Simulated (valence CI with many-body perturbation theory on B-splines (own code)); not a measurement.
# Zr27+: what each term of the Hamiltonian does

Calculated by configuration interaction combined with many-body perturbation theory (CI+MBPT): three valence electrons over a frozen Dirac-Fock core [Ne], a basis of 11 s, 11 p, 9 d, 7 f, 5 g, 2 h, 1 i functions for each j, with the one-electron correlation potential Σ1 (screened to all orders), the two-electron term Σ2, the three-electron term Σ3, Breit, model QED; selected single and double excitations, second order for the rest (own B-spline code, finite nucleus).

The last digits are not significant, and no measured levels were compared; by estimate large intervals hold to a few tenths of a per cent, small ones and those within an open d or f shell to about a per cent.

Each rung adds one term. CI alone is the Dirac-Coulomb CI over the frozen core; QED comes last and gives the full result, which names the levels. Energies are above 3s²3p ²P°_1/2 on the same rung, in cm⁻¹.

Names give the largest LS component (configuration and term), which can be under half, so a name can repeat, a term be missing and a line seem to break the LS rules; names also repeat where a configuration has a term twice.

```
         Level  CI alone
 3s²3p ²P°_3/2    163934
  3s3p² ⁴P_1/2    497349
  3s3p² ⁴P_3/2    595471
  3s3p² ⁴P_5/2    646061
  3s3p² ²D_3/2    734923
  3s3p² ²D_5/2    805401
  3s3p² ²P_1/2    814088
  3s3p² ²P_3/2    978367
  3s3p² ²S_1/2    977271
  3s²3d ²D_3/2   1045590
  3s²3d ²D_5/2   1062340
   3p³ ²D°_3/2   1285090
   3p³ ²D°_5/2   1373060
3s3p3d ⁴F°_3/2   1376400
   3p³ ⁴S°_3/2   1403200
3s3p3d ⁴F°_5/2   1421950
```

Question: What do these energies become with core correlation, Breit and QED?

Answer: 3s²3p ²P°_3/2 161742 (-2192); 3s3p² ⁴P_1/2 496198 (-1151); 3s3p² ⁴P_3/2 593093 (-2378); 3s3p² ⁴P_5/2 642373 (-3688); 3s3p² ²D_3/2 730430 (-4492); 3s3p² ²D_5/2 799951 (-5451); 3s3p² ²P_1/2 806717 (-7371); 3s3p² ²P_3/2 968296 (-10071); 3s3p² ²S_1/2 968860 (-8411); 3s²3d ²D_3/2 1034920 (-10667); 3s²3d ²D_5/2 1051050 (-11284); 3p³ ²D°_3/2 1277570 (-7523); 3p³ ²D°_5/2 1365290 (-7764); 3s3p3d ⁴F°_3/2 1368620 (-7781); 3p³ ⁴S°_3/2 1393860 (-9345); 3s3p3d ⁴F°_5/2 1413370 (-8580).

Question: How does the ionisation energy move along the ladder, and which term matters most?

Answer: CI alone 1405.1, + Σ1 1406.0, + Σ2 1405.8, + Σ3 1405.8, + Breit 1404.8, + QED 1404.8 eV. The largest step is Breit, -1.0 eV, with Σ1 about as large (0.9). NIST lists 1392 ± 7 eV (semi-empirical).
